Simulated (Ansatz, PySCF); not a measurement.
Dimer: HF (SMILES F) (first 2 atoms) with H2 (SMILES [H][H]); geometry from B3LYP-D3(BJ)/def2-TZVP.
(charge 0, multiplicity 1):
```xyz
4

F      0.0691     0.0916    -0.1267
H      0.1090     0.0822     0.7990
H      0.5677     0.0801     2.7175
H     -0.1769     0.0417     2.7504
```

Quantity: the interaction energy.

Interaction energies are E(AB) − E(A) − E(B) at the monomers' geometry in the complex; basis-set methods are counterpoise corrected.

Cores are frozen in the correlated methods. CBS(a, b) extrapolates the correlation energy as X⁻³ and adds the Hartree–Fock energy of set b.

Codes used: Ansatz (a program for electronic structure) with Gaussian orbitals; PySCF for the dispersion terms. Each number belongs to the level named beside it.

Costs are ratios of core time to PBE/def2-TZVPPD (roughly 0.5 s), for whole runs (searches for the state included, and forces where a run took them) on one shared machine, so rough; each difference counts from -1.08 kcal/mol (CCSD(T)/CBS(aug-cc-pVTZ, aug-cc-pVQZ), a level with limits of its own).

A star marks coupled-cluster runs past 200 virtual orbitals, where the program's memory plan changes under this machine's limit, so their costs aren't comparable with smaller runs.

```json
[
 {"level": "SVWN5/def2-TZVPPD", "basis functions": "91", "cost": "×0.7", "difference (kcal/mol)": "-1.80"},
 {"level": "revPBE/def2-TZVPPD", "basis functions": "91", "cost": "×0.9", "difference (kcal/mol)": "0.56"},
 {"level": "PBE/def2-TZVPPD", "basis functions": "91", "cost": "×1", "difference (kcal/mol)": "-0.34"},
 {"level": "PBE0/def2-TZVPPD", "basis functions": "91", "cost": "×1", "difference (kcal/mol)": "-0.19"},
 {"level": "B3LYP-D3(BJ)/def2-TZVPPD", "basis functions": "91", "cost": "×1", "difference (kcal/mol)": "-0.18"},
 {"level": "BHLYP/def2-TZVPPD", "basis functions": "91", "cost": "×1", "difference (kcal/mol)": "-0.04"},
 {"level": "BHLYP-D3(BJ)/def2-TZVPPD", "basis functions": "91", "cost": "×1", "difference (kcal/mol)": "-0.26"},
 {"level": "CCSD(T)/aug-cc-pVDZ", "basis functions": "50", "cost": "×1", "difference (kcal/mol)": "0.29"},
 {"level": "r2SCAN/def2-TZVPPD", "basis functions": "91", "cost": "×2", "difference (kcal/mol)": "0.03"},
 {"level": "wB97X-V/def2-TZVPPD", "basis functions": "91", "cost": "×3", "difference (kcal/mol)": "-0.08"},
 {"level": "CCSD(T)/aug-cc-pVTZ", "basis functions": "115", "cost": "×10", "difference (kcal/mol)": "0.09"},
 {"level": "CCSD(T)/aug-cc-pVQZ", "basis functions": "218", "cost": "×100*", "difference (kcal/mol)": "0.03"}
]
```

With a budget of 30 times the cost of PBE/def2-TZVPPD, the closest level: r2SCAN/def2-TZVPPD, at 0.03 kcal/mol; next is BHLYP/def2-TZVPPD at -0.04 kcal/mol.
